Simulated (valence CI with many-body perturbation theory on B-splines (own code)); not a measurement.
## E1 transitions of Xe XXII

Calculated by configuration interaction combined with many-body perturbation theory (CI+MBPT): five valence electrons over a frozen Dirac-Fock core [Ar] 3d10, radial functions for each j: 9 s, 9 p, 8 d, 6 f, 3 g, 1 h, with the one-electron correlation potential Σ1, the two-electron term Σ2, the three-electron term Σ3, Breit, model QED; selected CI, second order for the rest (own B-spline code, finite nucleus).

No measured levels were compared; by estimate levels hold to about 250 cm⁻¹ or 0.2 % of their energy and the worst to 1 %, as in measured heavy ions of charge 2 to 7; those with d or f electrons hold less well. Among the levels kept, up to 280 cm⁻¹ of a level comes from second order outside the variational space, and about a tenth of that is noise between levels of different J, which matters for small intervals.

Lines 51 to 100 of 181 in falling wavelength, among levels below 1219300 cm⁻¹, chosen from the strongest by gf and those to the six lowest levels. Wavelengths and rates use the calculated energies, so an error of 1000 cm⁻¹ moves a line at 20.64 nm by 0.21 % and its rate by three times that or more. Electric multipoles are in the length gauge, E1 and E2 with the static RPA response of the core. Weak lines are less certain than strong ones. Lines between different terms over intervals too small for the method are left out, as are lines whose strength nearly cancels. The highest levels of a list are the least certain.

Levels are named by their leading jj configuration (3d3/2^4 stands for four electrons in 3d with j = 3/2), which in mixed levels can hold well under half, so a name can repeat and another be missing. Letters in brackets count levels of one name in rising energy.

```
λ vac (nm)                               Upper                         Lower   A (s⁻¹)  log gf  Branch %
     20.64  (4s 4p1/2^2 4p3/2 4d3/2) J=3/2 [b]    (4s^2 4p1/2^2 4d5/2) J=5/2  7.53e+08   -1.72       4.2
     20.53             (4p1/2^2 4p3/2^3) J=3/2  (4s 4p1/2 4p3/2^3) J=3/2 [a]  6.08e+09   -0.81      12.8
     20.36  (4s 4p1/2^2 4p3/2 4d3/2) J=3/2 [a]      (4s 4p1/2 4p3/2^3) J=5/2  5.56e+08   -1.86       5.1
     19.60          (4s 4p1/2^2 4p3/2^2) J=5/2    (4s^2 4p1/2^2 4p3/2) J=3/2  5.28e+09   -0.74      55.0
     19.49        (4s 4p1/2 4p3/2^3) J=3/2 [a]    (4s^2 4p1/2 4p3/2^2) J=5/2  1.11e+09   -1.60       5.5
     19.45  (4s^2 4p1/2 4p3/2 4d3/2) J=5/2 [a]          (4s^2 4p3/2^3) J=3/2  3.81e+07   -2.89       1.2
     19.17  (4s 4p1/2^2 4p3/2 4d3/2) J=3/2 [b]    (4s^2 4p1/2^2 4d3/2) J=3/2  1.06e+10   -0.63      58.6
     19.12  (4s^2 4p1/2 4p3/2 4d3/2) J=1/2 [a]          (4s^2 4p3/2^3) J=3/2  1.87e+08   -2.69       1.2
     19.10  (4s 4p1/2^2 4p3/2 4d3/2) J=3/2 [a]  (4s 4p1/2 4p3/2^3) J=3/2 [a]  6.56e+08   -1.84       6.1
     18.91          (4s^2 4p1/2^2 4d3/2) J=3/2    (4s^2 4p1/2 4p3/2^2) J=1/2  8.15e+08   -1.76       3.4
     18.69  (4s^2 4p1/2 4p3/2 4d3/2) J=3/2 [a]          (4s^2 4p3/2^3) J=3/2  1.51e+09   -1.50       2.1
     18.58        (4s 4p1/2 4p3/2^3) J=3/2 [a]    (4s^2 4p1/2 4p3/2^2) J=3/2  1.77e+10   -0.44      87.8
     18.34            (4s 4p1/2 4p3/2^3) J=5/2    (4s^2 4p1/2 4p3/2^2) J=5/2  1.51e+10   -0.34      79.0
     18.06            (4s 4p1/2 4p3/2^3) J=1/2    (4s^2 4p1/2 4p3/2^2) J=1/2  1.77e+10   -0.76      27.0
     17.96             (4p1/2^2 4p3/2^3) J=3/2    (4s 4p1/2^2 4p3/2^2) J=1/2  9.93e+08   -1.72       2.1
     17.79          (4s^2 4p1/2^2 4d3/2) J=3/2    (4s^2 4p1/2 4p3/2^2) J=5/2  7.13e+07   -2.87       0.3
     17.78             (4p1/2^2 4p3/2^3) J=3/2    (4s 4p1/2^2 4p3/2^2) J=3/2  9.97e+09   -0.72      20.9
     17.65        (4s 4p1/2 4p3/2^3) J=3/2 [b]    (4s^2 4p1/2 4p3/2^2) J=1/2  4.20e+09   -1.10       6.9
     17.53            (4s 4p1/2 4p3/2^3) J=5/2    (4s^2 4p1/2 4p3/2^2) J=3/2  3.49e+08   -2.02       1.8
     17.52  (4s 4p1/2^2 4p3/2 4d3/2) J=3/2 [b]  (4s 4p1/2 4p3/2^3) J=3/2 [a]  3.12e+08   -2.24       1.7
     17.52          (4s 4p1/2^2 4p3/2^2) J=3/2    (4s^2 4p1/2^2 4p3/2) J=3/2  2.47e+10   -0.34      86.2
     17.44  (4s^2 4p1/2 4p3/2 4d5/2) J=5/2 [a]          (4s^2 4p3/2^3) J=3/2  7.65e+08   -1.68       1.0
     17.35          (4s 4p1/2^2 4p3/2^2) J=1/2    (4s^2 4p1/2^2 4p3/2) J=3/2  2.10e+10   -0.72      83.1
     17.25                  (4s 4p3/2^4) J=1/2          (4s^2 4p3/2^3) J=3/2  4.35e+10   -0.41      67.6
     17.13  (4s^2 4p1/2 4p3/2 4d5/2) J=3/2 [a]          (4s^2 4p3/2^3) J=3/2  1.13e+09   -1.70       0.6
     17.03          (4s^2 4p1/2^2 4d3/2) J=3/2    (4s^2 4p1/2 4p3/2^2) J=3/2  4.87e+09   -1.07      20.2
     16.86  (4s 4p1/2^2 4p3/2 4d3/2) J=3/2 [a]    (4s 4p1/2^2 4p3/2^2) J=1/2  9.60e+08   -1.79       8.9
     16.79      (4s 4p1/2^2 4p3/2 4d3/2) J=1/2    (4s 4p1/2^2 4p3/2^2) J=3/2  1.77e+09   -1.83      42.1
     16.69          (4s^2 4p1/2^2 4d5/2) J=5/2    (4s^2 4p1/2 4p3/2^2) J=5/2  8.29e+08   -1.68       2.5
     16.68        (4s 4p1/2 4p3/2^3) J=3/2 [b]    (4s^2 4p1/2 4p3/2^2) J=5/2  4.43e+10   -0.13      72.5
     16.37  (4s^2 4p1/2 4p3/2 4d3/2) J=5/2 [b]          (4s^2 4p3/2^3) J=3/2  1.72e+08   -2.38       0.1
     16.34            (4s 4p1/2 4p3/2^3) J=1/2    (4s^2 4p1/2 4p3/2^2) J=3/2  3.49e+10   -0.55      53.1
     16.18  (4s^2 4p1/2 4p3/2 4d3/2) J=3/2 [b]          (4s^2 4p3/2^3) J=3/2  1.43e+09   -1.65       0.4
     16.15  (4s^2 4p1/2 4p3/2 4d3/2) J=1/2 [b]          (4s^2 4p3/2^3) J=3/2  1.53e+09   -1.92       0.5
     16.05             (4p1/2^2 4p3/2^3) J=3/2    (4s 4p1/2^2 4p3/2^2) J=5/2  5.48e+09   -1.07      11.5
     16.02          (4s^2 4p1/2^2 4d5/2) J=5/2    (4s^2 4p1/2 4p3/2^2) J=3/2  1.32e+08   -2.51       0.4
     16.01        (4s 4p1/2 4p3/2^3) J=3/2 [b]    (4s^2 4p1/2 4p3/2^2) J=3/2  8.99e+08   -1.86       1.5
     15.81  (4s^2 4p1/2 4p3/2 4d3/2) J=1/2 [a]    (4s^2 4p1/2 4p3/2^2) J=1/2  4.20e+09   -1.50      26.6
     15.52  (4s^2 4p1/2 4p3/2 4d3/2) J=3/2 [a]    (4s^2 4p1/2 4p3/2^2) J=1/2  4.00e+09   -1.24       5.5
     15.50  (4s^2 4p1/2 4p3/2 4d5/2) J=3/2 [b]          (4s^2 4p3/2^3) J=3/2  5.35e+08   -2.11       0.5
     15.48  (4s 4p1/2^2 4p3/2 4d3/2) J=3/2 [b]    (4s 4p1/2^2 4p3/2^2) J=3/2  7.17e+08   -1.99       4.0
     15.48        (4s 4p1/2 4p3/2^3) J=3/2 [a]    (4s^2 4p1/2^2 4p3/2) J=3/2  9.70e+08   -1.86       4.8
     15.23  (4s^2 4p1/2 4p3/2 4d3/2) J=5/2 [a]    (4s^2 4p1/2 4p3/2^2) J=5/2  1.36e+09   -1.55      41.6
     15.20      (4s 4p1/2^2 4p3/2 4d3/2) J=5/2    (4s 4p1/2^2 4p3/2^2) J=5/2  3.49e+09   -1.14      56.5
     15.19  (4s^2 4p1/2 4p3/2 4d5/2) J=5/2 [b]          (4s^2 4p3/2^3) J=3/2  1.19e+09   -1.61       0.3
     15.17  (4s 4p1/2^2 4p3/2 4d3/2) J=3/2 [a]    (4s 4p1/2^2 4p3/2^2) J=5/2  6.68e+09   -1.04      61.9
     15.10      (4s 4p1/2^2 4p3/2 4d3/2) J=7/2    (4s 4p1/2^2 4p3/2^2) J=5/2  1.04e+09   -1.55      32.1
     14.90      (4s^2 4p1/2 4p3/2 4d5/2) J=1/2          (4s^2 4p3/2^3) J=3/2  1.55e+10   -0.99       5.3
     14.84      (4s^2 4p1/2 4p3/2 4d3/2) J=7/2    (4s^2 4p1/2 4p3/2^2) J=5/2  7.75e+08   -1.69     100.0
     14.76  (4s^2 4p1/2 4p3/2 4d3/2) J=3/2 [a]    (4s^2 4p1/2 4p3/2^2) J=5/2  3.95e+10   -0.29      53.7
```

Question: How does gf follow from A for the line at 18.69 nm?

Answer: gf = 1.4992 × (2J+1)_upper × A / σ², with σ = 535130 cm⁻¹ and 2J+1 = 4: gf = 0.0317.
